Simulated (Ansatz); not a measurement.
Reaction R1 → P1 + P2, each structure at its B3LYP-D3(BJ)/def2-TZVP stationary point, reached from a drawn start (curvature not checked).
R1, H4Zr (SMILES [ZrH4]) (charge 0, multiplicity 1):
```xyz
5

Zr    -0.0001     0.0001    -0.0001
H      1.0736     1.0537     1.0735
H      1.0605    -1.0723    -1.0681
H     -1.0552     1.0797    -1.0662
H     -1.0788    -1.0611     1.0609
```
P1, H3Zr (SMILES [ZrH3]) (charge 0, multiplicity 2):
```xyz
4

Zr    -0.001    -0.001    -0.238
H      1.835    -0.010     0.070
H     -0.908     1.594     0.077
H     -0.925    -1.584     0.090
```
P2: H atom, charge 0, multiplicity 2.

P less R. No zero-point or thermal terms; singlets are restricted closed shells; open shells are unrestricted; no spin–orbit coupling. The spin states of the d-block species are the ones drawn and need not be the lowest.

Frozen-core correlation throughout.

The values were computed with Ansatz (Gaussian basis) for Hartree–Fock, density functionals and correlated methods. All values are computed, each at the level named. Elements past Kr take the def2 small-core potentials, without spin–orbit coupling.

PBE/def2-TZVPP gives 309.2 kJ/mol for the reaction energy.

Problem. How do the other levels lie against it? Give each less PBE: r2SCAN/def2-TZVPP, PBE0/def2-TZVPP, wB97M-V/def2-TZVPP, B2PLYP/def2-TZVPP, MP2/def2-QZVPP, CCSD(T)/def2-TZVPP.

Solution. r2SCAN/def2-TZVPP 0.0; PBE0/def2-TZVPP -6.1; wB97M-V/def2-TZVPP 8.4; B2PLYP/def2-TZVPP 2.1; MP2/def2-QZVPP -5.7; CCSD(T)/def2-TZVPP 2.0 kJ/mol. 3 of 6 lie above PBE; the widest gap is to wB97M-V/def2-TZVPP.

Ansatz is a first-principles code.
